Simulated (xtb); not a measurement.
xtb input (GFN1-xTB):

```bash
xtb mol.xyz --gfn 1 --sp --chrg 0 --uhf 0
```
mol.xyz:
```
4

F     -1.44034730     1.69537600     0.04323612
Ga    -0.73270383     0.10474354     0.00924704
F     -1.85822761    -1.22382885    -0.00160668
Br     1.49717122    -0.21402783    -0.01889495
```

Output:

```
           -------------------------------------------------
          |                Calculation Setup                |
           -------------------------------------------------

           -------------------------------------------------
          |                 G F N 1 - x T B                 |
           -------------------------------------------------

        Reference                      10.1021/acs.jctc.7b00118
      * Hamiltonian:
        H0-scaling (s, p, d)           1.850000    2.250000    2.000000
        zeta-weighting                 0.000000
      * Dispersion:
        s8                             2.400000
        a1                             0.630000
        a2                             5.000000
        s9                             0.000000
      * Repulsion:
        kExp                           1.500000
        rExp                           1.000000
      * Coulomb:
        alpha                          2.000000
        third order                    atomic
        anisotropic                    false
      * Halogen bond correction:
        rad-scale                      1.300000
        damping                        0.440000

          ...................................................
          :                      SETUP                      :
          :.................................................:
          :  # basis functions                  28          :
          :  # atomic orbitals                  26          :
          :  # shells                           10          :
          :  # electrons                        24          :
          :  # halogen bonds                     0          :
          :  max. iterations                   250          :
          :  Hamiltonian                  GFN1-xTB          :
          :  restarted?                      false          :
          :  GBSA solvation                  false          :
          :  PC potential                    false          :
          :  electronic temp.          300.0000000     K    :
          :  accuracy                    1.0000000          :
          :  -> integral cutoff          0.2500000E+02      :
          :  -> integral neglect         0.1000000E-07      :
          :  -> SCF convergence          0.1000000E-05 Eh   :
          :  -> wf. convergence          0.2000000E-04 e    :
          :  Broyden damping             0.4000000          :
          :  net charge                          0          :
          :  unpaired electrons                  0          :
          ...................................................

 iter      E             dE          RMSdq      gap      omega  full diag
   1    -15.6045203 -0.156045E+02  0.537E+00    4.35       0.0  T
   2    -15.6232864 -0.187660E-01  0.356E+00    5.04       1.0  T
   3    -15.6341622 -0.108758E-01  0.206E+00    4.71       1.0  T
   4    -15.6484775 -0.143154E-01  0.366E-01    5.15       1.0  T
   5    -15.6488610 -0.383445E-03  0.155E-02    5.11       3.2  T
   6    -15.6488609  0.669195E-07  0.923E-03    5.12       5.4  T
   7    -15.6488612 -0.282939E-06  0.285E-04    5.11     175.3  T
   8    -15.6488612 -0.697602E-09  0.499E-05    5.11    1002.5  T
   9    -15.6488612 -0.108002E-10  0.814E-06    5.11    6139.1  T

   *** convergence criteria satisfied after 9 iterations ***

         #    Occupation            Energy/Eh            Energy/eV
      -------------------------------------------------------------
         1        2.0000           -0.8071767             -21.9644
       ...           ...                  ...                  ...
         6        2.0000           -0.5185122             -14.1094
         7        2.0000           -0.5178065             -14.0902
         8        2.0000           -0.5062011             -13.7744
         9        2.0000           -0.5005648             -13.6211
        10        2.0000           -0.4962288             -13.5031
        11        2.0000           -0.4942949             -13.4504
        12        2.0000           -0.4890546             -13.3079 (HOMO)
        13                         -0.3011149              -8.1938 (LUMO)
        14                         -0.1948633              -5.3025
        15                         -0.1520904              -4.1386
        16                         -0.1494077              -4.0656
        17                         -0.1472573              -4.0071
       ...                                ...                  ...
        26                          0.5149543              14.0126
      -------------------------------------------------------------
                  HL-Gap            0.1879398 Eh            5.1141 eV
             Fermi-level           -0.3950847 Eh          -10.7508 eV

 SCC (total)                   0 d,  0 h,  0 min,  0.011 sec
 SCC setup                      ...        0 min,  0.000 sec (  1.071%)
 Dispersion                     ...        0 min,  0.000 sec (  0.343%)
 classical contributions        ...        0 min,  0.000 sec (  0.140%)
 integral evaluation            ...        0 min,  0.003 sec ( 25.532%)
 iterations                     ...        0 min,  0.002 sec ( 14.957%)
 molecular gradient             ...        0 min,  0.006 sec ( 56.420%)
 printout                       ...        0 min,  0.000 sec (  1.419%)

         :::::::::::::::::::::::::::::::::::::::::::::::::::::
         ::                     SUMMARY                     ::
         :::::::::::::::::::::::::::::::::::::::::::::::::::::
         :: total energy             -15.623478198994 Eh    ::
         :: gradient norm              0.045863083577 Eh/a0 ::
         :: HOMO-LUMO gap              5.114101217506 eV    ::
         ::.................................................::
         :: SCC energy               -15.648861202909 Eh    ::
         :: -> electrostatic           0.049175216461 Eh    ::
         :: repulsion energy           0.026241126244 Eh    ::
         :: dispersion energy         -0.000858122330 Eh    ::
         :: halogen bond corr.         0.000000000000 Eh    ::
         :: add. restraining           0.000000000000 Eh    ::
         :: total charge              -0.000000000000 e     ::
         :::::::::::::::::::::::::::::::::::::::::::::::::::::

           -------------------------------------------------
          |                Property Printout                |
           -------------------------------------------------

    * Orbital Energies and Occupations

         #    Occupation            Energy/Eh            Energy/eV
      -------------------------------------------------------------
         1        2.0000           -0.8071767             -21.9644
         2        2.0000           -0.7985763             -21.7304
         3        2.0000           -0.7557173             -20.5641
         4        2.0000           -0.5743747             -15.6295
         5        2.0000           -0.5228414             -14.2272
         6        2.0000           -0.5185122             -14.1094
         7        2.0000           -0.5178065             -14.0902
         8        2.0000           -0.5062011             -13.7744
         9        2.0000           -0.5005648             -13.6211
        10        2.0000           -0.4962288             -13.5031
        11        2.0000           -0.4942949             -13.4504
        12        2.0000           -0.4890546             -13.3079 (HOMO)
        13                         -0.3011149              -8.1938 (LUMO)
        14                         -0.1948633              -5.3025
        15                         -0.1520904              -4.1386
        16                         -0.1494077              -4.0656
        17                         -0.1472573              -4.0071
Note: The following floating-point exceptions are signalling: IEEE_DENORMAL
normal termination of xtb
        18                         -0.0842870              -2.2936
        19                         -0.0707506              -1.9252
        20                         -0.0683579              -1.8601
        21                         -0.0354410              -0.9644
        22                          0.0137698               0.3747
        23                          0.0229679               0.6250
       ...                                ...                  ...
        26                          0.5149543              14.0126
      -------------------------------------------------------------
                  HL-Gap            0.1879398 Eh            5.1141 eV
             Fermi-level           -0.3950847 Eh          -10.7508 eV

  Mulliken/CM5 charges         n(s)   n(p)   n(d)
     1F    -0.32129 -0.33630   1.797  5.524  0.000
     2Ga    0.66334  0.66384   0.964  0.912  0.461
     3F    -0.32129 -0.33630   1.797  5.524  0.000
     4Br   -0.02076  0.00875   1.911  5.120 -0.011

Wiberg/Mayer (AO) data.
largest (>0.10) Wiberg bond orders for each atom

 ---------------------------------------------------------------------------
     #   Z sym  total        # sym  WBO       # sym  WBO       # sym  WBO
 ---------------------------------------------------------------------------
     1   9 F    1.166 --     2 Ga   1.020
     2  31 Ga   3.381 --     4 Br   1.341     1 F    1.020     3 F    1.020
     3   9 F    1.166 --     2 Ga   1.020
     4  35 Br   1.504 --     2 Ga   1.341
 ---------------------------------------------------------------------------

Topologies differ in total number of bonds
Writing topology from bond orders to xtbtopo.mol

 dipole moment from electron density (au)
     X       Y       Z
   0.4671  -0.0668  -0.0059  total (Debye):    1.200

           -------------------------------------------------
          | TOTAL ENERGY              -15.623478198994 Eh   |
          | GRADIENT NORM               0.045863083577 Eh/α |
          | HOMO-LUMO GAP               5.114101217506 eV   |
           -------------------------------------------------

------------------------------------------------------------------------
------------------------------------------------------------------------
 total:
 SCF:
```
